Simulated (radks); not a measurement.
Q: Neutral iron: order these configurations by energy. All-electron calculation, scalar-relativistic Kohn-Sham, LDA (Slater exchange, Perdew-Wang correlation), spin-polarised, spherical densities, finite nucleus; Fermi nuclear charge, rms radius of each element as measured or else 0.836 A^(1/3) + 0.57 fm. Program: a radial shooting solver on a logarithmic mesh with Libxc functionals. Open shells are filled with parallel spins first. [Ar] 3d5 4s2 4p1; [Ar] 3d6 4s1 4p1; [Ar] 3d6 4s2; [Ar] 3d7 4s1.

A: From the lowest, in eV above it: [Ar] 3d6 4s2 0.000; [Ar] 3d7 4s1 0.430; [Ar] 3d6 4s1 4p1 2.927; [Ar] 3d5 4s2 4p1 5.831.
